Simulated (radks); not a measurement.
The numbers below are computed, except where a source is named.
Polarisability of the lithium ion Li+, [He], at imaginary frequency. Code: a radial shooting solver on a logarithmic mesh with Libxc functionals. Model: non-relativistic Kohn-Sham, LDA (Slater exchange, Perdew-Wang correlation), spin-polarised, spherical densities, point nucleus. Response by self-consistent Sternheimer equations with the Hartree and adiabatic LDA kernel.

w (hartree)  alpha1(iw) (bohr^3)  alpha2(iw) (bohr^5)
0.00266                   0.2150               0.1430
0.0143                    0.2150               0.1430
0.0360                    0.2150               0.1430
0.0697                    0.2149               0.1429
0.118                     0.2146               0.1428
0.186                     0.2138               0.1424
0.280                     0.2123               0.1417
0.413                     0.2092               0.1403
0.605                     0.2029               0.1374
0.892                     0.1905               0.1315
1.35                      0.1672               0.1196
2.12                      0.1281              0.09748
3.59                     0.07657              0.06345
6.94                     0.03034              0.02724
17.5                    0.005969             0.005582

Static values: alpha1 = 0.2150 bohr^3 (0.03187 angstrom^3; uncoupled 0.2298), alpha2 = 0.1430 bohr^5, alpha3 = 0.2340 bohr^7. C6 = 0.09117, C8 = 0.3330, triple-dipole C9 = 0.01439 atomic units. One-pole (London) frequency 4 C6 / (3 alpha1^2) = 2.628 hartree, against 2.190 for minus the highest occupied eigenvalue. The dipole shielding factor is 0.667, as the force sum rule N/Z = 0.667 demands.
